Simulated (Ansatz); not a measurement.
## Forces away from equilibrium

SbHCl (SMILES [Cl][SbH]), doublet, displaced at random from a GFN2-xTB minimum.

```
3
angstrom
Cl 1.4320 0.3356 0.7968
Sb -0.6547 0.6464 -0.2800
H -0.8186 -1.0476 -0.4998
```

Ansatz 0.2.0; basis: def2-TZVPP; cores frozen in the correlated methods; orbitals are unrestricted. Filled d shells of the heavier atoms are correlated. Core potentials replace the inner electrons of the atoms past krypton. The def2 sets are not built for correlating such inner shells, so the correlated values are less sure here.

CCSD(T) forces from the calculation:
```
atom      Fx      Fy  Fz (eV/Å)
 Cl1  -0.176   0.110     -0.084
 Sb2   0.262  -0.284      0.116
  H3  -0.086   0.175     -0.032
```

(1) Which atom feels the largest CCSD(T) force, and how large is it?

The T1 diagnostic stays at or below 0.015. ⟨S²⟩ of the unrestricted Hartree–Fock references: 0.77 (a pure state has 0.75). These are differences at one structure, and CCSD(T) in triple zeta is itself an approximation.

## Answers

(1) Sb2, 0.40 eV/Å, along (0.65, -0.70, 0.29).

Root-mean-square difference of the force components from those of CCSD(T): PBE0-D4 0.075; wB97M-V 0.027; r2SCAN-D4 0.085; PBE-D4 0.226; HSE06-D4 0.075; CAM-B3LYP-D4 0.024 eV/Å.

For scale, one of the runs: CCSD(T)/def2-TZVPP forces, 106 basis functions (an equivalent command: `ansatz run in.yaml --threads 4`). Hardware: 4 CPU threads, shared host. Wall time 71 s; peak host memory 1.4 GiB.
